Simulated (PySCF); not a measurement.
Excitations are Tamm–Dancoff values on a coarser integration grid. The basis has no diffuse functions, so Rydberg states are missing or too high.

Z-matrix (Å, degrees):
```
Sn
O 1 1.9645
H 2 0.9658 1 110.87
O 1 1.9654 2 115.87 3 -92.16
H 4 0.9654 1 111.12 2 -94.07
O 1 1.9657 2 105.06 3 25.37
C 6 1.4061 1 121.24 2 -168.04
H 7 1.1025 6 108.09 1 167.52
H 7 1.1052 8 107.78 6 122.33
H 7 1.1062 8 107.57 9 116.19
O 1 1.9670 2 107.47 3 149.88
H 11 0.9654 1 111.45 2 -31.60
```
Charge 0, multiplicity 1.

Question: What total energy, S1 oscillator strength and T1 excitation (TDA) does PBE0-D4/def2-TZVP // PBE0-D4/def2-SVP (PySCF) give?

Answer: 
```yaml
total_energy: -556.7656 Ha
S1 oscillator strength: 0.008
T1 excitation (TDA): 4.50 eV
```
